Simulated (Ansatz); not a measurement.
`B1OCO1`, relaxed with RKS PBE-D4/def2-SVP in Ansatz from a rough embedded geometry. The force threshold is 0.03 eV/Å; the program also tests the step.

Charge 0, multiplicity 1.

Start:

```xyz
7

B     0.796   -0.204    0.836
O    -0.666   -0.204    0.776
C    -0.529    0.294   -0.467
O     0.807    0.378   -0.546
H     1.523   -1.115    1.275
H    -1.020    1.284   -0.584
H    -0.911   -0.432   -1.289
```

By how much does the energy fall, and how many steps does the optimiser take? (Estimate.)

The calculation gave: 92.46 kJ/mol, in 5 steps.

Which bonds change most? (Best estimate.)

Computed: B1–O4 from 1.499 to 1.393 Å; C3–O4 from 1.342 to 1.435 Å; O2–C3 from 1.347 to 1.436 Å; B1–O2 from 1.463 to 1.393 Å.

Give the relaxed structure. (Best estimate.)

Ansatz gave: 
```xyz
7

B     0.737   -0.388    0.678
O    -0.654   -0.362    0.763
C    -0.555    0.292   -0.511
O     0.879    0.244   -0.556
H     1.564   -0.824    1.439
H    -0.944    1.334   -0.485
H    -1.026   -0.296   -1.328
```
